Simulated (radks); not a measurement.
Values are calculated unless marked as measured or tabulated.
The tin anion Sn4-, [Xe], held by a Watson sphere: a shell of charge +4 at radius R that stands for the Madelung well of a crystal (potential energy -4/R inside, -4/r outside, in hartree with lengths in bohr). Code: a radial shooting solver on a logarithmic mesh with Libxc functionals. Model: scalar-relativistic Kohn-Sham, LDA (Slater exchange, VWN5 correlation), spin-unpolarised, spherical densities, finite nucleus; Fermi nuclear charge, rms radius of each element as measured or else 0.836 A^(1/3) + 0.57 fm. Response by self-consistent Sternheimer equations with the Hartree and adiabatic LDA kernel, the relativistic mass of each level held fixed and spin-orbit coupling left out. The sphere does not respond.

R (bohr)  e(4d) (eV)  e(5s) (eV)  e(5p) (eV)  <r> 5p (bohr)  sum of <r^2> (bohr^2)  X-ray form factor at sin(theta)/lambda = 0.1 1/angstrom  alpha (bohr^3)
2.4          -27.551     -14.764      -7.269          2.807                  90.22                                                   48.594           49.34
2.78         -25.770     -13.379      -6.659          2.999                  98.96                                                   48.250           63.26
3.32         -24.401     -11.764      -5.780          3.287                  112.9                                                   47.778           92.21
4.23         -23.442      -9.917      -4.527          3.792                  139.7                                                   47.102           173.7
4.39         -23.354      -9.685      -4.345          3.883                  144.9                                                   47.002           193.6
4.86         -23.168      -9.133      -3.871          4.152                  160.8                                                   46.744           263.7
4.99         -23.132      -9.010      -3.755          4.227                  165.4                                                   46.682           286.5
5.82         -22.998      -8.463      -3.150          4.710                  197.4                                                   46.377           470.1
